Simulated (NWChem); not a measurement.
C2H6OSi; SMILES C[SiH2]C=O

```xyz
10

C     -1.0619    -1.4032     0.0000
Si     0.6440    -0.6381     0.0000
C      0.4360     1.2847     0.0000
O     -0.6570     1.7971     0.0000
H     -1.6215    -1.0743    -0.8885
H     -1.0167    -2.5024     0.0000
H     -1.6215    -1.0743     0.8885
H      1.4484    -1.0085     1.2081
H      1.4484    -1.0085    -1.2081
H      1.3573     1.9360     0.0000
```
Atoms are numbered in this order, from 1.

Program: NWChem. Medium grid unless said otherwise, to which SCAN and Minnesota functionals are sensitive. Geometry: optimised at PBE0/def2-SVP.

**Question.** Order these by “highest occupied level (eV)”, lowest first: PBE/def2-SVP; B3LYP/def2-SVP; CAM-B3LYP/def2-SVP; MN15/def2-SVP.

**Answer.** CAM-B3LYP/def2-SVP (-8.18), MN15/def2-SVP (-7.60), B3LYP/def2-SVP (-6.56), PBE/def2-SVP (-5.28)
